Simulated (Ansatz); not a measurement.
The same path of ClF5Mo + HO (9 atoms, charge 0, multiplicity 2) was run twice with different band settings.

Theory: UKS PBE/def2-SVP (Ansatz 0.2.0).

Relaxed end points:

```xyz
9
Properties=species:S:1:pos:R:3
Mo 0.112 -0.037 0.038
F 0.705 -0.358 1.788
F 1.861 -0.282 -0.529
F 0.474 1.758 0.275
Cl -2.015 0.248 0.793
F -0.172 -1.851 -0.172
F -0.372 0.269 -1.717
O -1.297 -0.203 3.740
H -0.351 -0.345 3.470
```

```xyz
9
Properties=species:S:1:pos:R:3
Mo -0.052 0.141 0.030
F 0.446 0.356 2.328
F 1.746 -0.395 -0.167
F 0.476 1.870 0.251
Cl -2.281 0.697 0.326
F -0.368 -1.537 0.801
F -0.299 -0.167 -1.763
O -0.316 -0.493 3.248
H -0.406 -1.273 2.633
```

Common settings: movable images 7; climbing image yes; optimiser quadratic models (default); start path through a guess of the saddle point; force threshold 0.05 eV/Å; end points relaxed.

| run | spring | iteration limit |
| --- | --- | --- |
| 1 | 5.0 eV/Å² | 47 |
| 2 | 0.5 eV/Å² | 26 |

Q: What does each run give, and how far can it be trusted?

A: Run 1: converged after 20 iterations, highest image 1.425 eV above the first end. The top lies less than 8 meV above the higher end, about what the thresholds resolve: that end is a shoulder or a very shallow well. A vibrational analysis at the climbing image gives one clearly imaginary mode, 178i cm⁻¹: a first-order saddle point.
Run 2: converged after 24 iterations, highest image 1.425 eV above the first end. The top lies less than 8 meV above the higher end, about what the thresholds resolve: that end is a shoulder or a very shallow well. Another band between the same ends (7 images) ends at a top of the same energy, where a vibrational analysis finds 1 clearly imaginary mode.
